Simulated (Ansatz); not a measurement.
One change: `C[Si]1([SiH3])BO1` becomes `[SiH3][SiH]1BO1`.

Ansatz, PBE0-D4/def2-TZVP geometries, multiplicity 1. 

| property | `C[Si]1([SiH3])BO1` |
| --- | --- |
| HOMO energy (PBE/def2-TZVPP) / eV | -5.58 |
| HOMO–LUMO gap (PBE/def2-TZVPP) / eV | 3.66 |
| HOMO energy (B3LYP/def2-TZVPP) / eV | -6.49 |
| LUMO energy (B3LYP/def2-TZVPP) / eV | -1.16 |
| HOMO energy (PBE0/def2-TZVPP) / eV | -6.68 |
| HOMO–LUMO gap (ωB97M-V/def2-TZVPP) / eV | 9.67 |

What does the change do to each property? (Estimate.)

Ansatz gave: 
```
                               property  `[SiH3][SiH]1BO1`  shift
      HOMO energy (PBE/def2-TZVPP) / eV              -5.88  -0.30
    HOMO–LUMO gap (PBE/def2-TZVPP) / eV               3.80   0.14
    HOMO energy (B3LYP/def2-TZVPP) / eV              -6.77  -0.28
    LUMO energy (B3LYP/def2-TZVPP) / eV              -1.35  -0.19
     HOMO energy (PBE0/def2-TZVPP) / eV              -6.97  -0.29
HOMO–LUMO gap (ωB97M-V/def2-TZVPP) / eV               9.70   0.03
```

With PBE0 the HOMO falls by 0.29 eV and the LUMO falls by 0.21 eV, so the gap widens by about 0.08 eV. PBE moves the HOMO by -0.30 eV and ωB97M-V by -0.28 eV.

B3LYP here is the variant with VWN-RPA as its local correlation; programs differ in this.
